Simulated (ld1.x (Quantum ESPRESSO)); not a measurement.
## Hg: excitation energies, all-electron against PAW

Hg, PAW, made with ld1.x (Quantum ESPRESSO) 7.5 (PBE, fully relativistic). Core [Xe] 4f14, reference 5d10 6s1.75 6p0.25. Waves: 6s (bound): rcut 1.60, rcutus 2.20 bohr; 6s channel at 0.05 Ry: rcut 1.60, rcutus 2.20 bohr; 6p (bound): rcut 2.25, rcutus 2.90 bohr; 6p channel at 3.3 Ry: rcut 2.25, rcutus 2.90 bohr; 5d (bound): rcut 1.95, rcutus 2.10 bohr; 5d channel at -0.25 Ry: rcut 1.95, rcutus 2.10 bohr; 5f channel at 0.35 Ry: rcut 1.85, rcutus 2.45 bohr; 5f channel at 1.6 Ry: rcut 1.85, rcutus 2.45 bohr. Local part: all-electron potential smoothed inside 2.60 bohr (lloc = -2). Core correction: Bessel-smoothed model core, default radius (core density twice the valence density). Augmentation charge: BESSEL, radius 1.65 bohr.

Open shells are filled in proportion to 2j + 1 (rel_dist='average').

Energies are relative to the spin-unpolarised reference configuration 5d10 6s1.75 6p0.25; without spin polarisation the order of configurations can differ from experiment. The frozen-core shift is the all-electron ΔE with the core orbitals held at their reference shape minus the fully relaxed ΔE.

```tsv
valence configuration	charge	ΔE all-electron (eV)	error AE − PS (meV)	frozen-core shift (meV)
5d10 6s2 6p0	0	-1.440	-0.1	+0.1
5d10 6s1 6p0	+1	9.261	-0.7	+0.8
5d9 6s0 6p0	+3	63.775	-83	+78
5d10 6s1 6p1	0	4.527	-0.3	+0.2
5d9 6s2 6p1	0	8.858	-34	+35
5d10 6s1.5 6p0	+0.5	2.923	0.0	0.0
```

Task: What are ΔE and the potential's error for 5d10 6s0 6p0?

Result: ΔE = 28.245 eV all-electron; the error (AE − PS) is -4.2 meV.

Levels in the configuration 5d9 6s0 6p0:

```tsv
level	all-electron (eV)	pseudo (eV)
5d j=3/2	-43.703	-43.881
5d j=5/2	-41.632	-41.798
```

The ghost test of this file was not conclusive.
